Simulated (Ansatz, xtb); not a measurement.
## ClGeH2Si: which of two structures lies lower

Structure a is a doublet given by its coordinates and structure b is a doublet given by its coordinates. Both are isolated molecules in the gas phase, relaxed with B3LYP-D3(BJ)/def2-SVP.

a (Å):

```xyz
5

Cl   -0.7244    1.1552   -0.9619
Ge   -1.5421   -2.3538   -2.4742
Si   -1.2774   -0.8309   -0.6880
H    -1.4347   -0.9766    0.7946
H    -1.9071   -3.3603   -1.2713
```

Close contacts (Å): Cl1–Si3 2.08, Ge2–Si3 2.36, Ge2–H5 1.61, Si3–H4 1.50.

b (Å):

```
atom    x (Å)    y (Å)    z (Å)
  Cl   2.3222   0.2718  -0.5512
  Ge   0.2475   0.8264  -1.1964
  Si  -0.7439  -0.9531   0.0941
   H  -2.2169  -1.2207   0.1535
   H  -0.0222  -1.9470   0.9456
```

Close contacts (Å): Cl1–Ge2 2.24, Ge2–Si3 2.41, Si3–H4 1.50, Si3–H5 1.49.

Quicker runs give these differences E(b) − E(a): GFN2-xTB −0.471 eV; HF/STO-3G −0.531 eV (at GFN2-xTB geometries); r2SCAN-D4/def2-SVP −0.111 eV (at GFN2-xTB geometries).

Question: Estimate E(b) − E(a) at the level CCSD(T)/def2-SVP + ΔMP2/def2-TZVPP.

Answer: Too close to call at this level: CCSD(T)/def2-SVP + ΔMP2/def2-TZVPP gives E(b) − E(a) = −0.029 eV.

How the difference moves with the method:

```csv
level,geometry,E(b) − E(a) (eV),departure from the last row (eV),"job, with rough time for the two"
GFN2-xTB,GFN2-xTB,−0.471,−0.442,"optimisation, 0.61 s"
HF/STO-3G,GFN2-xTB,−0.531,−0.502,"single point, 5 s"
r2SCAN-D4/def2-SVP,GFN2-xTB,−0.111,−0.082,"single point, 13 s"
B3LYP-D3(BJ)/def2-SVP,B3LYP-D3(BJ)/def2-SVP,−0.136,−0.107,"optimisation, 2.8 min"
HF/def2-SVP,B3LYP-D3(BJ)/def2-SVP,−0.187,−0.158,part of the CCSD(T) run
MP2/def2-SVP,B3LYP-D3(BJ)/def2-SVP,−0.053,−0.024,part of the CCSD(T) run
CCSD(T)/def2-SVP,B3LYP-D3(BJ)/def2-SVP,−0.076,−0.047,single point
CCSD(T)/def2-SVP + ΔMP2/def2-TZVPP,B3LYP-D3(BJ)/def2-SVP,−0.029,,"single point, 84 s"
```

The largest departure from CCSD(T)/def2-SVP + ΔMP2/def2-TZVPP is that of HF/STO-3G, 0.502 eV. The last row adds to CCSD(T) the change of the MP2 difference between the two basis sets, here +0.047 eV.

With harmonic frequencies from B3LYP-D3(BJ)/def2-SVP (ideal gas, rigid rotor, one conformer each, 298.15 K, 1 atm): on the last row, ΔE + ΔZPE = −0.020, ΔH = −0.014, ΔG = −0.024 eV.

Open shells are spin-unrestricted. The correlated steps freeze 19 core orbitals; the filled d shell of Ge is correlated, in a basis made for valence electrons. Codes used: Ansatz 0.2.0, xtb 6.7.1; the last row on 1 thread of Intel(R) Xeon(R) Processor @ 2.50GHz (Skylake/Cascade Lake) on a shared host.
